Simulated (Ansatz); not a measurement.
Isolated molecules relaxed with PBE0-D4/def2-TZVP in Ansatz; ΔE leaves out vibrations. CCSD(T)/CBS is the MP2 limit (def2-TZVPP, def2-QZVPP) plus CCSD(T) − MP2 in def2-TZVPP, frozen cores. This one scheme is used for every species. DFT in def2-TZVPP. B3LYP here is the variant with VWN-RPA as its local correlation; programs differ in this. For Ge outer-core shells are correlated without core-valence functions, which leaves a few kJ/mol of doubt a bond. Scalar relativity is left out up to krypton. One conformer a species, not always the lowest.

Reaction (cleavage of the Ge–Si bond): `[NH2][GeH2][Si](N)(F)F` + H–F → `[NH2][GeH2][F]` + `N[SiH](F)F`

Q: Is it downhill or uphill in electronic energy at CCSD(T)/CBS, and by how much? (Best estimate.)

A: Computed: Downhill: ΔE = -0.80 eV.

Q: What do these levels give: PBE0-D4, B3LYP-D4, ωB97M-V, HF/def2-TZVPP, MP2/def2-QZVPP, HF/CBS(def2)? (An estimate is asked.)

A: The calculation gave: PBE0-D4 -0.70, B3LYP-D4 -0.83, ωB97M-V -0.88, HF/def2-TZVPP -1.20, MP2/def2-QZVPP -0.86, HF/CBS(def2) -1.23 eV.

Largest T1 diagnostic among the species: 0.012.

The D4 term adds +0.13 eV with B3LYP and +0.07 eV with PBE0; it sums over pairs of atoms, weighted by their polarisabilities, and B3LYP, whose exchange is more repulsive, gets the larger term. In def2-TZVPP, CCSD(T) changes the Hartree–Fock value by +0.36 eV (the triples alone add +0.04 eV) and MP2 by +0.33 eV.
